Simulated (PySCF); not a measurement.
F₆Mo, charge -1, multiplicity 2. Atoms are numbered in the order given.

```xyz
7

Mo     0.0000     0.0000     0.0000
F      0.0000     0.0000    -1.8649
F      0.0000     0.0000     1.8649
F     -1.9130     0.0000     0.0000
F      0.0000    -1.9130     0.0000
F      0.0000     1.9130     0.0000
F      1.9130     0.0000     0.0000
```
Charge -1, spin multiplicity 2.

The structure is a stationary point at B3LYP-D3(BJ)/def2-SVPD. The geometry has at least one imaginary mode, so it is a saddle point at that level. The multiplicity is an assumed one; no other spin state was optimised. The isomer is the one that the SMILES or the coordinates give; other isomers of the formula were not compared. The def2 effective core potentials stand for the cores of Mo; spin–orbit coupling is left out.

Computed with PySCF with CAM-B3LYP/def2-SVPD.

Mulliken values depend strongly on the basis, most of all with diffuse functions as here. ESP charges are fitted to the potential on shells at 1.4 to 2.0 van der Waals radii. Atomic charges (e):

```
atom  ESP fit  Mulliken  Mulliken spin
----  -------  --------  -------------
Mo1       [?]      3.14           0.91
F2        [?]     -0.67          -0.01
F3        [?]     -0.67          -0.01
F4        [?]     -0.70           0.03
F5        [?]     -0.70           0.03
F6        [?]     -0.70           0.03
F7        [?]     -0.70           0.03
```

Problem. What belongs in the gaps? (An estimate is asked for; the answer gives what the named calculation found.)

Solution. 
- Mo1, ESP fit: 1.61
- F2, ESP fit: -0.37
- F3, ESP fit: -0.37
- F4, ESP fit: -0.47
- F5, ESP fit: -0.47
- F6, ESP fit: -0.47
- F7, ESP fit: -0.47
